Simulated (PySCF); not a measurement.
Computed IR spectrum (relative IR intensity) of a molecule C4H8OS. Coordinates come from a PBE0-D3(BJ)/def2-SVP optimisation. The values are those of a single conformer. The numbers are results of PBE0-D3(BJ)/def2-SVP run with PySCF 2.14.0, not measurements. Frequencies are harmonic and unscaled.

ν (cm⁻¹): 108 (vw), 160 (w), 266 (vw), 519 (w), 912 (w), 995 (vw), 1080 (w), 1128 (w), 1273 (w), 1288 (vw), 1328 (w), 1393 (vw), 1423 (w), 1434 (vw), 1457 (w), 1893 (vs), 2874 (s), 3040 (vw), 3053 (w), 3073 (w), 3106 (w), 3142 (w), 3146 (vw) (against the strongest line: vs over 80 %, s over 45 %, m over 15 %, w over 4 %, vw less)

Problem. Identify the compound among the candidates.
A. CC(=O)[C@H](C)S
B. C[C@H]1O[C@H](C)S1
C. O=CCCCS
D. CC(C)SC=O

Solution. C, O=CCCCS
